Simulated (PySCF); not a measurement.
A structure optimised at r2SCAN-D4/def2-SVP, used in a PySCF frequency run:

```xyz
4

Zn    -0.0130    -0.4137     0.0000
I      0.0036     2.0091     0.0000
Se    -0.0365    -2.6874     0.0000
H      1.4373    -2.7013     0.0000
```

Task: Write its SMILES, formula and point group.

Result: [SeH][Zn][I], HISeZn, Cs

Task: What are its rotational constants (standard atomic weights)?

Result: 233.60, 0.45922, 0.45831 GHz
